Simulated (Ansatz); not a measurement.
Consider the ligand exchange at the Si–S bond: `O[SiH](O)S[SiH2]Cl` + `N[Si](Cl)(Cl)Cl` → `Cl[SiH2]N[Si](Cl)(Cl)Cl` + `O[SiH](O)S`.

Gas-phase electronic energies from Ansatz, PBE0-D4/def2-TZVP geometries. CCSD(T)/CBS adds triple-zeta CCSD(T) − MP2 to the extrapolated MP2 energy (def2 sets, frozen cores). One conformer a species, not always the lowest.

`O[SiH](O)S[SiH2]Cl`:

Cartesian coordinates in Å:
```
O 0.057 -0.760 -2.499
Si 0.474 -0.164 -1.036
O 1.469 1.103 -1.259
S -1.367 0.360 -0.057
Si -0.683 0.188 1.943
Cl -0.752 -1.753 2.611
H -0.719 -1.322 -2.548
H 1.231 -1.107 -0.191
H 1.166 1.827 -1.810
H -1.596 0.988 2.785
H 0.720 0.640 2.061
```

`N[Si](Cl)(Cl)Cl`:

```xyz
7

N     0.717   -0.250   -0.827
Si   -0.413    0.089    0.374
Cl    0.299    1.138    1.975
Cl   -1.899    1.204   -0.448
Cl   -1.126   -1.672    1.092
H     1.405   -0.973   -0.697
H     1.017    0.465   -1.469
```

`Cl[SiH2]N[Si](Cl)(Cl)Cl`:

```xyz
10

Cl    2.822   -0.354   -0.365
Si    1.033   -1.209    0.171
N    -0.141   -0.032    0.632
Si   -1.055    1.042   -0.313
Cl   -0.623    2.976    0.138
Cl   -0.628    0.682   -2.262
Cl   -3.048    0.792   -0.001
H     1.282   -2.050    1.361
H     0.557   -1.982   -0.990
H    -0.199    0.132    1.630
```

`O[SiH](O)S`:

Z-matrix (Å, degrees):
```
Si
O 1 1.629
S 1 2.137 2 115.3
O 1 1.641 2 106.1 3 -122.0
H 1 1.476 2 107.0 3 115.4
H 2 0.959 1 117.6 3 88.8
H 3 1.345 1 94.4 2 -64.7
H 4 0.959 1 116.5 2 161.4
```

| species | HF/CBS(def2) energy (Eh) |
| --- | --- |
| `O[SiH](O)S[SiH2]Cl` | -1587.93608 |
| `N[Si](Cl)(Cl)Cl` | -1723.38406 |
| `Cl[SiH2]N[Si](Cl)(Cl)Cl` | -2472.53292 |
| `O[SiH](O)S` | -838.78872 |

Q: Work out ΔE.

A: ΔE = (-2472.53292) + (-838.78872) − (-1587.93608) − (-1723.38406) = -0.00150 Eh = -3.9 kJ/mol. CCSD(T)/CBS gives +2.9 kJ/mol.

Largest T1 diagnostic among the species: 0.011.
